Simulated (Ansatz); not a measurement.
Geometry optimisation, RKS r2SCAN-D4/def2-TZVP (Ansatz 0.2.0).

The input (input.yaml):

```yaml
crystal:
  periodic: [false, false, false]
  atoms:
    - { symbol: Ga, position_ang: [-0.008768, 0.253235, -0.058898] }
    - { symbol: H, position_ang: [-0.003997, 0.25409, 1.514694] }
    - { symbol: H, position_ang: [1.365241, 0.282355, -0.78541] }
    - { symbol: H, position_ang: [-1.384836, 0.250065, -0.781742] }
    - { symbol: Cl, position_ang: [0.109272, -2.851426, 1.404435] }
    - { symbol: H, position_ang: [0.072688, -1.58152, 1.815921] }
basis:
  gaussian: { orbitals: def2-TZVP }
hamiltonian:
  xc: r2scan
  dispersion: d4
relax:
  f_tol: 0.03
  max_steps: 50
```

Command:

```bash
$ ansatz run input.yaml --threads 4 --pin off --max-ram 5120MiB --backend cpu --events-out ev --progress --plain --runs-dir out
```

Question: Where does it end, and by what steps?

Answer: The run converged. After 13 steps the energy has fallen by 0.174 eV; Cl5 moved furthest, 0.60 Å.

```json
{"step": "0", "energy less start (eV)": "0.0000", "largest force component (eV/Å)": "1.069", "accepted": "yes"}
{"step": "1", "energy less start (eV)": "-0.0366", "largest force component (eV/Å)": "0.740", "accepted": "yes"}
{"step": "2", "energy less start (eV)": "-0.0563", "largest force component (eV/Å)": "0.534", "accepted": "yes"}
{"step": "3", "energy less start (eV)": "-0.0563", "largest force component (eV/Å)": "0.418", "accepted": "yes"}
{"step": "4", "energy less start (eV)": "-0.0911", "largest force component (eV/Å)": "0.422", "accepted": "yes"}
{"step": "5", "energy less start (eV)": "-0.0975", "largest force component (eV/Å)": "0.474", "accepted": "yes"}
{"step": "6", "energy less start (eV)": "-0.1163", "largest force component (eV/Å)": "0.144", "accepted": "yes"}
{"step": "7", "energy less start (eV)": "-0.1393", "largest force component (eV/Å)": "0.337", "accepted": "yes"}
{"step": "8", "energy less start (eV)": "-0.1422", "largest force component (eV/Å)": "0.304", "accepted": "yes"}
{"step": "9", "energy less start (eV)": "-0.1629", "largest force component (eV/Å)": "0.315", "accepted": "yes"}
{"step": "10", "energy less start (eV)": "-0.1687", "largest force component (eV/Å)": "0.318", "accepted": "yes"}
{"step": "11", "energy less start (eV)": "-0.1472", "largest force component (eV/Å)": "1.028", "accepted": "no"}
{"step": "12", "energy less start (eV)": "-0.1739", "largest force component (eV/Å)": "0.053", "accepted": "yes"}
{"step": "13", "energy less start (eV)": "-0.1741", "largest force component (eV/Å)": "0.007", "accepted": "yes"}
```

```xyz
6
Properties=species:S:1:pos:R:3
Ga -0.001 0.143 -0.030
H -0.012 0.768 1.409
H 1.354 0.014 -0.796
H -1.356 -0.076 -0.776
Cl 0.090 -2.366 1.058
H 0.074 -1.876 2.244
```

Run time: 9.9 s on 4 threads of Intel(R) Xeon(R) 6975P-C (Granite Rapids) (shared host), peak memory 0.2 GiB.
